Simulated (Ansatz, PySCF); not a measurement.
Breaking a bond: SMILES [Li][CH3]. The C1–Li5 bond (C1 also carries H, H, H; Li5 carries nothing else) is varied alone, starting from the PBE0/def2-TZVP optimised geometry. Each curve is given relative to its own lowest point near equilibrium.

| R / Å | A | B | C | D |
|---|---|---|---|---|
| 1.47 | 40.5 | 47.9 | 45.3 | 40.5 |
| 1.57 | 22.3 | 26.8 | 25.3 | 22.0 |
| 1.66 | 11.8 | 14.3 | 13.6 | 11.4 |
| 1.79 | 3.3 | 4.2 | 4.1 | 3.0 |
| 1.83 | 1.9 | 2.5 | 2.4 | 1.7 |
| 1.90 | 0.5 | 0.6 | 0.7 | 0.3 |
| 1.96 | 0.0 | 0.0 | 0.0 | 0.0 |
| 2.00 | 0.0 | 0.0 | 0.0 | 0.1 |
| 2.06 | 0.5 | 0.5 | 0.4 | 0.8 |
| 2.14 | 1.7 | 1.8 | 1.7 | 2.3 |
| 2.27 | 4.8 | 5.2 | 5.0 | 5.9 |
| 2.42 | 9.2 | 10.2 | 10.0 | 11.0 |
| 2.67 | 17.4 | 19.3 | 19.6 | 20.6 |
| 2.98 | 27.4 | 30.3 | 31.8 | 32.4 |
| 3.26 | 35.5 | 39.3 | 42.2 | 40.2 |
| 3.52 | 41.9 | 46.7 | 51.1 | 44.9 |
| 3.91 | 49.9 | 55.8 | 62.9 | 49.1 |
| 4.27 | 55.6 | 62.5 | 72.2 | 51.3 |
| 4.83 | 61.9 | 70.3 | 83.9 | 52.9 |
| 5.28 | 65.4 | 75.0 | 91.4 | 53.5 |
| 5.85 | 68.3 | 79.4 | 99.0 | 53.7 |
| 6.82 | 71.1 | 84.1 | 108.0 | 53.9 |

Energies in kcal/mol.

Q: Match the curves with the methods RHF/def2-TZVP (PySCF); restricted B3LYP/3-21G in PySCF; Ansatz (a first-principles code) with restricted PBE/def2-TZVP; unrestricted BHandHLYP/def2-TZVP (PySCF).

A: A is RKS-PBE; B is RKS-B3LYP/3-21G; C is RHF; D is UKS-BHandHLYP.

The restricted form behind RKS-PBE, RHF, RKS-B3LYP/3-21G keeps the bonding electrons paired and can't separate into open-shell fragments. The unrestricted determinant behind UKS-BHandHLYP is spin-contaminated at 2.98 to 6.82 Å (<S²> up to 1.0, against 0.00 for a pure singlet).
